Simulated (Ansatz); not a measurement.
Total energies of the cluster Rb4⁺ from Ansatz at r2SCAN/def2-TZVP, gas phase (1 Eh = 27.2114 eV = 2625.5 kJ/mol). The reference geometry is relaxed at r2SCAN/def2-TZVP.

```xyz
4

Rb    1.932   -1.163   -0.459
Rb    0.566    2.500   -3.718
Rb   -0.558   -2.514    3.710
Rb   -1.940    1.178    0.467
```

```tsv
state	geometry	energy (Eh)
charge 1 doublet	reference	-96.30546
charge 0 singlet	reference	-96.41952
charge 1 quartet	relaxed at r2SCAN/def2-TZVP	-96.28749
```

In the def2 sets Rb takes a core potential; there is no spin–orbit coupling.

Task: Work out the vertical electron affinity, to the singlet.

Result: E(charge 1 doublet) − E(charge 0 singlet) = -96.30546 − (-96.41952) = 0.11406 Eh = 3.10 eV.

Task: Which of the charge 1 states is lowest, and how far above it are the others?

Result: The doublet. quartet: -96.28749 − (-96.30546) = 0.01797 Eh = 47.2 kJ/mol. The quartet differs in its bonds from the reference.

At r2SCAN/def2-TZVP the charge 1 doublet is spin-contaminated (final ⟨S²⟩ up to 0.88, 0.75 for a pure state). A triplet lies near this restricted singlet, and broken spin symmetry wasn't tried. 

The structure comes from a short search, and lower isomers may exist.
